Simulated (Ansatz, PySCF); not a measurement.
Gas-phase reaction in SMILES: F[Si](F)(F)F [tetrafluorosilane] → F[Si](F)F + F atom (the F-Si bond at the site shown breaks; other sites are not compared here)
Each molecule is optimised on its own at B3LYP-D3(BJ)/def2-TZVP (Ansatz, a first-principles code).
Geometry of the first species:
```xyz
5

Si     0.0000     0.0000     0.0000
F      0.9027     0.9354     0.8757
F     -0.8806    -0.8997     0.9336
F     -0.9289     0.8739    -0.9111
F      0.9068    -0.9096    -0.8983
```

Property: bond dissociation energy (enthalpy at 298 K, with B3LYP-D3(BJ) rigid-rotor harmonic-oscillator terms from PySCF), in eV. Correlated levels leave the core frozen unless marked. UHF or UKS for open shells. Spin-orbit coupling is left out. Non-relativistic. CBS marks a two-point X^-3 extrapolation of the correlation energy; Hartree-Fock from the larger set. The bracket is a focal-point correction in the basis named.

Level to compare with: RI-MP2/CBS(cc-pV(T+d)Z,cc-pV(Q+d)Z)+[CCSD(T)-MP2]/cc-pV(T+d)Z (Ansatz), 7.23 eV. It is a level with limits of its own, and the differences hold the functionals' basis error too.

### Question
Rank these functionals by how close they come to RI-MP2/CBS(cc-pV(T+d)Z,cc-pV(Q+d)Z)+[CCSD(T)-MP2]/cc-pV(T+d)Z, closest first: PBE/def2-TZVPD (Ansatz); HSE06/def2-TZVPD (Ansatz); wB97X-V/def2-TZVPD (Ansatz).

### Answer
wB97X-V/def2-TZVPD (range-separated hybrid with VV10, 7.02 eV, difference -0.21), PBE/def2-TZVPD (GGA, 6.86 eV, difference -0.37), HSE06/def2-TZVPD (screened hybrid, 6.80 eV, difference -0.43)
